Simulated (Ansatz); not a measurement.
```yaml
crystal:
  periodic: [false, false, false]
  atoms:
    - {symbol: O, position_ang: [-0.734996, 0.085184, 1.260388]}
    - {symbol: Si, position_ang: [0.368974, -0.127499, -0.156748]}
    - {symbol: F, position_ang: [1.991759, -0.220913, 0.525127]}
    - {symbol: F, position_ang: [0.095373, -1.644301, -1.027569]}
    - {symbol: S, position_ang: [0.109322, 1.609836, -1.728241]}
    - {symbol: H, position_ang: [-1.783281, 0.226013, 1.075411]}
basis:
  gaussian: {orbitals: "6-31++G**"}
magnetization: {spin_polarized: true, initial_magnetization: 7}
hamiltonian: {xc: {name: B97}}
output: {forces: true}
```

```sh
$ ansatz run in.yaml --threads 4 --pin off --events-out ev --progress --plain --max-ram 10444MiB
```

It prints (some lines left out):

```
Functional definition: B97
905 factors; integrals over basis functions are off by at most 9.4e-4 eV
mean field evaluation 1: about -26179.5934 eV, gradient 3.8e1 eV
mean field evaluation 2: about -26068.2909 eV, gradient 1.3e2 eV
mean field evaluation 4: about -26185.8899 eV, gradient 2.1e1 eV
mean field evaluation 8: about -26187.6579 eV, gradient 7.1e-1 eV
mean field evaluation 16: about -26187.8727 eV, gradient 8.4e-2 eV
mean field evaluation 32: about -26187.8736 eV, gradient 1.2e-3 eV
mean field -26187.87357485 eV, -962.3866030975 hartree, gradient 1.1e-5 eV, S^2 15.759623; 9 other end points of the search recorded, 0 dependent functions left out
reference -26187.87364744 eV, -962.3866057650 hartree; 32, 25 occupied and 77, 84 virtual orbitals, 905 factors
Total energy: -26187.87364744 eV, -962.3866057650 hartree
Atom 0 at    -0.734996     0.085184     1.260388 Å, force     0.754848    -0.553934     2.599803 eV/Å
Atom 1 at     0.368974    -0.127499    -0.156748 Å, force     1.344922    -1.577212     1.006367 eV/Å
Atom 2 at     1.991759    -0.220913     0.525127 Å, force    -0.134140    -1.165837    -0.087521 eV/Å
Atom 3 at     0.095373    -1.644301    -1.027569 Å, force     0.883011    -0.777448     0.247926 eV/Å
Atom 4 at     0.109322     1.609836    -1.728241 Å, force    -0.691912     3.543317    -3.374957 eV/Å
Atom 5 at    -1.783281     0.226013     1.075411 Å, force    -2.156729     0.531114    -0.391618 eV/Å
Dipole moment:     0.338771     0.794456    -1.021651 e Å
```

In this input the spin is set far too high for this molecule. The calculation finished and met its thresholds. The result belongs to that input, not to the molecule as meant.
